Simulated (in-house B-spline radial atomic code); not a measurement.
C2+ is squeezed into an impenetrable sphere of radius R (the orbitals vanish at R). No spin polarisation. Caution: exact exchange at fractional occupations of open shells leaves self-interaction of up to several eV. Level of theory: non-relativistic B3LYP, spherical fractional occupations, point nucleus; calculated with an all-electron radial atomic-structure program (B-spline basis).

Energies in eV above the free ion in [He] 2s2:

```json
{"R (bohr)": "7.31", "highest level (eV)": "-41.8", "[He] 2s2": "0", "[He] 2s1 2p1": "10.47", "-dE/dV in [He] 2s2 (GPa)": "4.16e-05"}
{"R (bohr)": "5.77", "highest level (eV)": "-41.8", "[He] 2s2": "0.0009261", "[He] 2s1 2p1": "10.48", "-dE/dV in [He] 2s2 (GPa)": "0.0072"}
{"R (bohr)": "5.3", "highest level (eV)": "-41.8", "[He] 2s2": "0.003768", "[He] 2s1 2p1": "10.48", "-dE/dV in [He] 2s2 (GPa)": "0.0341"}
{"R (bohr)": "4.15", "highest level (eV)": "-41.6", "[He] 2s2": "0.1024", "[He] 2s1 2p1": "10.64", "-dE/dV in [He] 2s2 (GPa)": "1.42"}
{"R (bohr)": "3.74", "highest level (eV)": "-41.4", "[He] 2s2": "0.3132", "[He] 2s1 2p1": "10.92", "-dE/dV in [He] 2s2 (GPa)": "5.17"}
{"R (bohr)": "3.24", "highest level (eV)": "-40.6", "[He] 2s2": "1.164", "[He] 2s1 2p1": "11.92", "-dE/dV in [He] 2s2 (GPa)": "24.5"}
{"R (bohr)": "2.68", "highest level (eV)": "-37.9", "[He] 2s2": "4.758", "[He] 2s1 2p1": "15.67", "-dE/dV in [He] 2s2 (GPa)": "141"}
{"R (bohr)": "2.29", "highest level (eV)": "-32.8", "[He] 2s2": "12.37", "[He] 2s1 2p1": "22.99", "-dE/dV in [He] 2s2 (GPa)": "495"}
{"R (bohr)": "1.93", "highest level (eV)": "-22", "[He] 2s2": "29.98", "[He] 2s1 2p1": "38.94", "-dE/dV in [He] 2s2 (GPa)": "1720"}
{"R (bohr)": "1.53", "highest level (eV)": "8.54", "[He] 2s2": "83.48", "[He] 2s1 2p1": "84.66", "-dE/dV in [He] 2s2 (GPa)": "8210"}
```

(1) Does [He] 2s1 2p1 fall below [He] 2s2 under compression?

The highest level is first positive in the row R = 1.53 bohr, pushed up by confinement above the zero of the free ion's potential. Each configuration is held fixed and needn't be the lowest in the sphere.

Answers

(1) No, it stays above over the whole range.
